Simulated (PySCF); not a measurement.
# Excitation energy of B by level of theory

B [He] 2s2 2p1 (2P) → B [He] 2s1 2p2 (4P), as a difference of total energies. Calculation: PySCF 2.14, in aug-cc-pwCVDZ; the non-relativistic Hamiltonian (point nucleus). Correlated levels: valence: 1s2 frozen; valence and next inner shell: nothing frozen. The calculations carry no spin-orbit coupling.

```tsv
method	excitation energy (eV)
UHF	2.229
LDA	3.317
PBE	3.305
PBE0	3.252
r2SCAN	2.969
HSE06	3.251
BHandHLYP	3.655
PBEsol	3.242
MP2 (valence)	3.034
SCS-MP2 (valence)	3.345
MP2 (valence and next inner shell)	3.047
SCS-MP2 (valence and next inner shell)	3.356
```

**Question.** How much does correlation contribute at MP2 (valence and next inner shell)?

**Answer.** 3.047 − (2.229) = 0.818 eV, measured against UHF.
